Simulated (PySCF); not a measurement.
Species: CF3C(O)Cl, C2ClF3O.
Cartesian coordinates in Å at the PBE0-D3(BJ)/def2-SVP level; atoms count from 1:
```xyz
7
C2ClF3O angstrom
O      1.3312    1.2663   -0.4326
C      0.8625    0.2704   -0.0100
Cl     1.7801   -1.0211    0.7313
C     -0.6466   -0.0617   -0.0667
F     -1.0968   -0.3846    1.1367
F     -0.8435   -1.0866   -0.8863
F     -1.3135    0.9850   -0.5134
```

The calculation used core-valence-separated Tamm–Dancoff BHandHLYP/aug-pcX-1 (def2-SVPD on Cl) in PySCF, non-relativistic, gas phase, PBE0-D3(BJ)/def2-SVP geometry. BHandHLYP without relativity tends to put these K edges a few eV too low, so spacings mean more than positions.

The lowest roots of each edge with f over 0.003 (five at most, numbered afresh; weaker and dark ones are left out), with transition dipoles (au) in the frame of the coordinates:

```csv
root,edge,E (eV),μx,μy,μz
1,C,284.42,-0.0125,0.0459,0.0954
2,C,288.17,-0.0500,0.0645,-0.0369
3,C,290.76,-0.0099,0.0271,0.0557
4,C,292.52,-0.0257,-0.0945,0.0414
5,C,292.65,0.0633,-0.0015,0.0082
6,O,528.70,-0.0073,0.0275,0.0571
7,O,534.58,-0.0157,0.0226,-0.0127
8,O,536.77,0.0179,0.0026,0.0024
9,O,537.55,-0.0219,-0.0172,0.0047
10,F,685.77,0.0160,0.0245,0.0133
11,F,685.93,0.0178,0.0140,-0.0195
12,F,687.36,0.0279,-0.0319,0.0121
13,F,688.33,0.0024,-0.0016,-0.0257
14,F,688.41,0.0065,-0.0074,-0.0093
```

**Question.** What are the oscillator strengths?

**Answer.** f = (2/3) ΔE |μ|², with ΔE in hartree (27.2114 eV):

```tsv
root	ΔE (Eh)	|μ|² (au)	f	core hole on
1	10.4524	0.011364	0.079	C2
2	10.5901	0.008022	0.057	C2
3	10.6854	0.003935	0.028	C4
4	10.7501	0.011305	0.081	C4
5	10.7548	0.004076	0.029	C2
6	19.4294	0.004070	0.053	O1
7	19.6456	0.000919	0.012	O1
8	19.7260	0.000333	0.004	O1
9	19.7547	0.000798	0.010	O1
10	25.2016	0.001033	0.017	F6
11	25.2076	0.000893	0.015	F5
12	25.2600	0.001942	0.033	F7
13	25.2958	0.000669	0.011	F5
14	25.2985	0.000183	0.003	F6
```

**Question.** Molecules are fixed in this frame and the field points along y. What effective strengths 3 f cos²θ do the roots have (θ between field and μ)?

**Answer.** root 1 (C2): 0.044, root 2 (C2): 0.088, root 3 (C4): 0.016, root 4 (C4): 0.192, root 5 (C2): 0.000, root 6 (O1): 0.029, root 7 (O1): 0.020, root 8 (O1): 0.000, root 9 (O1): 0.012, root 10 (F6): 0.030, root 11 (F5): 0.010, root 12 (F7): 0.051, root 13 (F5): 0.000, root 14 (F6): 0.003. Root 4 is the strongest. Averaged over all orientations cos²θ is 1/3, which gives f back.

